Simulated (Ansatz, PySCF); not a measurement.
Ga(Me)2(Cl) (C2H6ClGa), SMILES [CH3][Ga]([Cl])[CH3].

Geometry: B3LYP-D3(BJ)/def2-SVP. The isomer is the one that the SMILES or the coordinates give; other isomers of the formula were not compared.

Vertical ionisation energy (IE) and electron affinity (EA) in eV. Rows of orbital energies are one-electron estimates. Where ΔSCF, EOM or ADC give a negative EA the extra electron is unbound and the value depends on the basis.

```json
[
 {"level": "−ε(HOMO), −ε(LUMO), PBE0/def2-TZVP (PySCF)", "IE": "7.83", "EA": "0.93"},
 {"level": "−ε(HOMO), −ε(LUMO), PBE/def2-TZVP (PySCF)", "IE": "6.56", "EA": "1.73"},
 {"level": "ΔSCF, PBE0/def2-SVPD (Ansatz), final states of multiplicity 2 and 2", "IE": "9.87", "EA": "-0.58"},
 {"level": "ΔSCF, PBE/def2-SVPD (Ansatz), final states of multiplicity 2 and 2", "IE": "9.51", "EA": "-0.47"}
]
```

Q: What vertical singlet–triplet gap does ΔSCF give with PBE0/def2-SVPD (Ansatz, a first-principles code) and with PBE/def2-SVPD (Ansatz)? (The exact figures need the calculation; the answer reports its results.)

A: 5.17 and 4.80 eV (triplet above singlet where positive).
